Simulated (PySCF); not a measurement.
B(H)(SMe)2 (C₂H₇BS₂), SMILES S(C)BSC.

Geometry optimised at PBE-D3(BJ)/def2-SVP. This is a generated structure with no PubChem entry under its InChIKey; it may be hypothetical. One conformer was computed; it need not be the lowest.

Method: PBE-D3(BJ)/def2-SVP in PySCF 2.14.0.

Frequencies are harmonic and unscaled.

**Question.** Give all harmonic wavenumbers and intensities. (An estimate is asked for; the answer gives what the named calculation found.)

**Answer.** 
```csv
mode,ν (cm⁻¹),IR (km/mol),moving atoms (share of kinetic energy)
1,37,0.0,"H 70 %, S 18 %, C 12 %"
2,68,0.2,H 96 %
3,105,0.0,"H 45 %, S 42 %, C 12 %"
4,130,0.4,"C 46 %, H 25 %, S 17 %, B 11 %"
5,173,0.4,"B 59 %, H 28 %, C 12 %"
6,250,6.6,"S 49 %, C 25 %, H 21 %"
7,279,0.5,"S 57 %, C 28 %, H 9 %"
8,692,2.2,"C 43 %, S 31 %, B 13 %, H 13 %"
9,697,0.1,"C 59 %, S 30 %, H 10 %"
10,728,1.8,"H 71 %, B 28 %"
11,746,0.3,"B 46 %, S 29 %, C 13 %, H 12 %"
12,854,35.0,"H 57 %, B 29 %, S 15 %"
13,919,0.0,"H 84 %, C 14 %"
14,928,8.5,"H 83 %, C 15 %"
15,936,6.9,"H 78 %, C 16 %"
16,961,6.8,"H 74 %, C 17 %"
17,1050,221.0,"B 54 %, H 42 %"
18,1279,17.0,"H 86 %, C 13 %"
19,1283,0.0,"H 87 %, C 13 %"
20,1400,15.9,H 96 %
21,1400,0.0,H 95 %
22,1401,16.7,H 96 %
23,1401,1.8,H 96 %
24,2551,58.1,"H 91 %, B 9 %"
25,2992,34.2,H 98 %
26,2992,9.6,H 98 %
27,3105,1.0,"H 90 %, C 10 %"
28,3105,2.7,"H 90 %, C 10 %"
29,3106,5.9,"H 90 %, C 10 %"
30,3106,0.0,"H 90 %, C 10 %"
```
